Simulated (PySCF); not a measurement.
Radial density of Kr³⁴⁺ (krypton, charge +34)

UHF, 1s2, closed-shell 1S. Calculation: PySCF 2.14, in an even-tempered Gaussian basis (15 s from 50 bohr⁻², ratio 2.2; 7 p from 76 bohr⁻², ratio 2.4; 4 d from 230 bohr⁻², ratio 2.4; 3 f from 340 bohr⁻², ratio 2.4; 3 g from 520 bohr⁻², ratio 2.4); no relativity, point nucleus.

```csv
r (bohr),4πr²ρ (e/bohr)
0.000727,0.1835
0.00122,0.5011
0.00206,1.335
0.00346,3.415
0.00582,8.154
0.00978,17.35
0.0165,30.41
0.0277,38.54
0.0465,28.35
0.0783,8.379
0.132,0.5352
0.222,0.002487
```
